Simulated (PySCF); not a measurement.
AlCl, SMILES [Cl][Al] (connectivity only; charge and spin as stated), neutral, multiplicity 1.

Coordinates come from a PBE0-D3(BJ)/def2-TZVPD optimisation.

Computed with PBE/def2-TZVPD run with PySCF.

The molecule is in vacuum.

Computed frontier levels, gap, dipole moment and polarisability:
```yaml
highest_occupied_level: -6.09 eV
lowest_empty_level: -2.40 eV
orbital_gap: 3.69 eV
dipole_moment: 1.52 D
quadrupole, principal values (traceless, Buckingham form, about the centre of nuclear charge): -2.96, 1.48, 1.48 D·Å
mean_static_polarisability: 55.1 bohr³ (8.16 Å³)
polarisability_principal_values: 49.9, 49.9, 65.4 bohr³
```
